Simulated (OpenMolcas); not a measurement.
# What dynamic correlation does to the levels of Pd²⁺

* Program: OpenMolcas
* Basis: ANO-R1 [6s4p3d1f]
* Scalar Hamiltonian: X2C, finite nucleus
* Active space: 8 electrons in 5 orbitals (4d)
* State averaging: 2S+1 = 3 even, 10 roots; 2S+1 = 1 even, 15 roots
* Spin-orbit coupling: state interaction with AMFI integrals over the reference wave functions, term energies averaged over their components

Methods on the same reference wave functions:
A. CASSCF
B. SS-CASPT2, IPEA 0.25 Eh, imaginary shift 0.1 Eh (closed shells correlated: 4s 4p)
C. XMS-CASPT2, IPEA 0.25 Eh, imaginary shift 0.1 Eh (closed shells correlated: 4s 4p)

Energies in cm⁻¹ above 4d⁸ ³F₄, the measured ground level; measured values from Moore, Atomic Energy Levels, vol. III, NSRDS-NBS 35 (1971 reprint of NBS Circular 467, 1958).

```json
{"Level": "4d⁸ ³F₄", "A": "0.0", "B": "0.0", "C": "0.0", "Measured": "0.0"}
{"Level": "4d⁸ ³F₃", "A": "3260", "B": "3270", "C": "3270", "Measured": "3230"}
{"Level": "4d⁸ ³F₂", "A": "4968", "B": "4720", "C": "4780", "Measured": "4687"}
{"Level": "4d⁸ ³P₁", "A": "17298", "B": "15310", "C": "15180", "Measured": "13470"}
{"Level": "4d⁸ ³P₀", "A": "17611", "B": "15530", "C": "15400", "Measured": "13699"}
{"Level": "4d⁸ ³P₂ [55 %]", "A": "17698", "B": "15460", "C": "15590", "Measured": "14634"}
{"Level": "4d⁸ ¹G₄", "A": "21232", "B": "19270", "C": "19630", "Measured": "17880"}
{"Level": "4d⁸ ¹S₀", "A": "49450", "B": "42490", "C": "42220", "Measured": ""}
```

Deviations, from unrounded energies. A percentage is the sum of absolute deviations over the sum of measured energies, with the sign that they share, or ± where signs differ.

| Against measurement | Levels | A | B | C |
| --- | --- | --- | --- | --- |
| mean absolute deviation (cm-1) | 6 | 2400 | 990 | 1000 |
| fine structure of the ground term (%) | 2 | +3.9 | +1.0 | +1.7 |
| other terms of the ground configuration (%) | 4 | +23.7 | +9.9 | +10.2 |

B, C lie about equally close to measurement and A furthest from it. The largest miss of B in the table is 4d⁸ ³P₁, by +1800 cm-1. The ranking rests on the paired levels alone, and a cruder setting can come out closer through cancelling errors.

Between B and C the level of the table that moves most is 4d⁸ ¹G₄, by 350 cm-1 (lowest in B, highest in C). Moves below CASPT2's spread within the term are not significant.

The mean deviations of B to C differ by less than CASPT2's widest spread within a term (1700 cm-1), so their order carries little weight.

From A to B the spin-free energies of the other terms of 4d⁸ shown, above ³F, scale by factors of 0.85 to 0.89, as is usual when dynamic correlation screens the repulsion within a d or f shell.

The lowest spin-free term lies below A's lowest term by 0.356 hartree in B, 0.362 hartree in C.

CASPT2 breaks the degeneracy within a term, and the mean is taken; among the terms shown or strongly mixed into the levels shown the widest spread is 1700 cm-1 (4d⁸ ¹G, C). Levels of configurations with an s electron are missing; early in the row they begin among the upper levels of the d shell and mix with terms of their name. Without dynamic correlation excited terms often stand tens of per cent too high (terms of higher spin than the ground term too low), and those without a measured partner can miss by more than the paired ones (holds for A). Measured partners are found by configuration, term and J. A level has none where our copy of the source lacks it or the pairing is in doubt (some pairs that miss far off the trend of their configuration count as doubtful), and it then counts in no deviation. Only configurations of the active space appear. Levels that lie high or do not pair safely by name in every column are left out.

A share in square brackets marks a mixed level and gives the weight of the term that names it, the lowest over the columns.
